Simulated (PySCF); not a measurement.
# Correlation energy of Sb⁺ (antimony, charge +1)

[Kr] 4d10 5s2 5p2, high-spin 3P determinant. Calculation: PySCF 2.14, in aug-cc-pVDZ-PP with ECP28MDF (5s4p3d, 32 functions); a scalar-relativistic core potential. Frozen: 4s2 4p6 4d10; 4 electrons correlated.

MP2 pair energies summed by pair of shells (mhartree):

```
 pair  energy  share (%)
5s-5p  -21.82       60.1
5s-5s  -10.83       29.9
5p-5p   -3.62       10.0
```

Total MP2 correlation energy: -36.27 mhartree.

Same-spin part -6.09 and opposite-spin part -30.18 mhartree; SCS-MP2 scales them by 1/3 and 6/5 to -38.25 mhartree.

```json
{"level": "CCSD", "correlation energy (mhartree)": "-50.54"}
{"level": "(T)", "correlation energy (mhartree)": "-0.60"}
{"level": "CCSD(T)", "correlation energy (mhartree)": "-51.14"}
```

Diagnostics: T1 = 0.0073, D1 = 0.0200, largest double amplitude 0.094.

Cost of the coupled-cluster step: 0.15 s of wall time on 1 thread of Neoverse-V2 (shared host), for 4 correlated electrons.

Iterations:

```
CC2 = 0
CCSD nocc = (np.int64(3), np.int64(1)), nmo = (23, 23)
frozen orbitals [[0, 1, 2, 3, 4, 5, 6, 7, 8], [0, 1, 2, 3, 4, 5, 6, 7, 8]]
max_cycle = 100
direct = 0
conv_tol = 1e-08
conv_tol_normt = 1e-06
diis_space = 8
diis_start_cycle = 0
Init t2, MP2 energy = -0.0362721362457211
Init E_corr(UCCSD) = -0.0362721362467134
cycle = 1  E_corr(UCCSD) = -0.046138147606196  dE = -0.00986601136  norm(t1,t2) = 0.0467097
cycle = 2  E_corr(UCCSD) = -0.0489890663999092  dE = -0.00285091879  norm(t1,t2) = 0.0170801
cycle = 3  E_corr(UCCSD) = -0.0505451156178665  dE = -0.00155604922  norm(t1,t2) = 0.00742237
cycle = 4  E_corr(UCCSD) = -0.0505329964944577  dE = 1.21191234e-05  norm(t1,t2) = 0.00132809
cycle = 5  E_corr(UCCSD) = -0.0505433122098116  dE = -1.03157154e-05  norm(t1,t2) = 0.000178145
cycle = 6  E_corr(UCCSD) = -0.0505399641945893  dE = 3.34801522e-06  norm(t1,t2) = 2.91814e-05
cycle = 7  E_corr(UCCSD) = -0.0505413690997671  dE = -1.40490518e-06  norm(t1,t2) = 5.30212e-06
cycle = 8  E_corr(UCCSD) = -0.0505409784392477  dE = 3.90660519e-07  norm(t1,t2) = 1.47887e-06
cycle = 9  E_corr(UCCSD) = -0.050541026910431  dE = -4.84711832e-08  norm(t1,t2) = 2.40862e-07
cycle = 10  E_corr(UCCSD) = -0.0505410248209069  dE = 2.08952404e-09  norm(t1,t2) = 3.8381e-08
UCCSD converged
E(UCCSD) = -239.0077858018377  E_corr = -0.05054102482090692
UCCSD(T) correction = -0.000603192560933317
```
